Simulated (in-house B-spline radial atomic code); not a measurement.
## RPA and G0W0 on PBE: neutral manganese

Configuration [Ar] 3d5 4s2, highest spin, mean-field start PBE. Computed with a B-spline radial code for spherical atoms: all electrons, non-relativistic, point nucleus, each spin shell either full or empty, empty states to l = 9 with an (l + 1/2)⁻⁴ tail; G0W0 by contour deformation at full frequency.

Command:
```bash
python run_gw.py task.json out
```
Settings (radii: box in bohr, nucleus in fm):
```
Z                        25
electrons                25
configuration            [Ar] 3d5 4s2
hamiltonian              nr
method                   pbe,pbe
lmax                     9
spin_polarised           True
box_radius               40
intervals                54
ion_configuration        [Ar] 3d5 4s1
```

Time taken, with all properties: 5.4 s on 1 thread of Arm Neoverse V1 (shared host).

Energies (hartree):

```json
{"term": "mean-field total", "value": "-1150.75609"}
{"term": "Hartree-Fock functional on these orbitals", "value": "-1149.84050"}
{"term": "direct second order", "value": "-2.054"}
{"term": "second-order exchange", "value": "0.68051"}
{"term": "SOSEX correction", "value": "0.5894"}
```

**Question.** What is the RPA correlation energy, and what remains with SOSEX?

**Answer.** RPA gives -1.6898 hartree (-1.84 eV per electron); RPA + SOSEX gives -1.1004, and the second-order doubles -1.3735 hartree (no singles). SOSEX takes back 35 % of the RPA value.

Quasi-particle levels (eV):

```
  level  occupied  mean field  Σx - vxc  Σc  QP weight  G0W0
4s down       yes      -4.417     -1.71   ?          ?     ?
```

G0W0 = mean field + (Σx - vxc) + Σc, with Σc (partial-wave tail included) taken at the quasi-particle energy. Only the outer levels were computed. Levels of low weight are left out.

**Question.** Where does G0W0 put 4s down?

**Answer.** At -7.318 eV, with Σc = -1.19 eV and a quasi-particle weight of 0.773. The tabulated removal energy is 7.434 eV (NIST, measured); the calculation leaves out relativity, Breit and QED terms, and what these don't explain is the method's own error.

**Question.** What does it cost to remove one electron (to [Ar] 3d5 4s1) by differences of total energies, each species on its own start (correlation terms add to the Hartree-Fock functional)?

**Answer.** PBE 7.161 eV, Hartree-Fock functional 5.817 eV, + RPA 7.777 eV, + RPA + SOSEX 7.296 eV, + second order 8.484 eV. Tabulated: 7.434 eV (NIST, measured); the calculation leaves out relativity, Breit and QED terms, and what these don't explain is the method's own error.
